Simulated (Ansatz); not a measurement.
Computed with Ansatz on PBE0-D4/def2-TZVP structures; ΔE is electronic, products minus reactants. CCSD(T)/CBS adds triple-zeta CCSD(T) − MP2 to the extrapolated MP2 energy (def2 sets, frozen cores). DFT in def2-TZVPP. B3LYP here is the variant with VWN-RPA as its local correlation; programs differ in this. For Br, Se outer-core shells are correlated without core-valence functions, which leaves a few kJ/mol of doubt a bond. Scalar relativity is left out up to krypton.

Reaction (ligand exchange at a B–C bond): `BC(=C)Br` + `C[SeH]` → `B[Se]C` + `C=CBr`

`BC(=C)Br`:

Cartesian coordinates in Å:
```
B 0.264 0.766 1.030
C -0.401 0.067 -0.164
C 0.221 -0.880 -0.871
Br -2.173 0.562 -0.658
H -0.292 1.608 1.663
H 1.378 0.427 1.305
H 1.231 -1.160 -0.588
H -0.227 -1.390 -1.717
```

`C[SeH]`:

Z-matrix (Å, degrees):
```
C
Se 1 1.949
H 1 1.088 2 110.6
H 1 1.087 2 110.6 3 -123.3
H 1 1.089 2 106.0 3 118.4
H 2 1.468 1 95.4 3 61.7
```

`B[Se]C`:

Z-matrix (Å, degrees):
```
C
Se 1 1.951
H 1 1.088 2 108.8
H 1 1.088 2 108.8 3 -119.5
H 1 1.087 2 108.9 3 120.3
B 2 1.884 1 102.6 3 -120.5
H 6 1.192 2 116.3 1 180.0
H 6 1.193 2 120.5 1 0.0
```

`C=CBr`:

Z-matrix (Å, degrees):
```
C
C 1 1.319
H 1 1.084 2 119.4
H 1 1.083 2 122.5 3 180.0
Br 2 1.881 1 123.4 3 180.0
H 2 1.082 1 124.1 3 -0.0
```

| species | B3LYP energy (Eh) |
| --- | --- |
| `BC(=C)Br` | -2677.65452 |
| `C[SeH]` | -2442.11820 |
| `B[Se]C` | -2467.59241 |
| `C=CBr` | -2652.20665 |

Problem. Work out ΔE.

Solution. ΔE = (-2467.59241) + (-2652.20665) − (-2677.65452) − (-2442.11820) = -0.02634 Eh = -69.2 kJ/mol. CCSD(T)/CBS gives -73.3 kJ/mol.

Largest T1 diagnostic among the species: 0.013.

Leaving LDA and LC-ωPBE aside and taking each functional with its dispersion term where it has one, the values, not all of them listed here, spread over 12.8 kJ/mol, from PBE-D4 to BHLYP-D4. In def2-TZVPP, CCSD(T) changes the Hartree–Fock value by −16.6 kJ/mol (the triples alone add −2.3 kJ/mol) and MP2 by −18.0 kJ/mol.
